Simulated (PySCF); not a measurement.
**Dipole response of B⁺ (boron, charge +1)**

[He] 2s2, closed-shell 1S. Calculation: PySCF 2.14, in dyall-av3z; the spin-free X2C one-electron Hamiltonian (Gaussian nucleus). Coupled (time-dependent) response in atomic units; α is the mean over directions.

```csv
method,mean α (bohr³),C₆ (like pair),S(−4)
UHF,11.37,31.65,114.5
PBE,10.63,28.77,99.41
PBE0,10.76,29.27,102.0
B97-3,10.69,28.85,102.1
wB97M-V,10.71,28.38,106.5
```

S(−4) is the Cauchy moment in α(ω) = α(0) + S(−4) ω² + …

α(iu) at B97-3:

```csv
u (hartree),α(iu) (bohr³)
0,10.69
0.0500,10.44
0.100,9.764
0.200,7.777
0.300,5.856
0.500,3.364
0.750,1.915
1.00,1.233
1.50,0.6422
2.00,0.3990
3.00,0.2026
5.00,0.08702
```

A single London oscillator, α(iu) = α/(1 + u²/ω²), gives C₆ = (3/4) ω α². Matching the computed C₆ needs ω = 4 × 28.85 / (3 × 10.69²) = 0.337 hartree.

For an ion, C₆ is the dispersion term alone; charge-induced terms of lower order in 1/R come first.
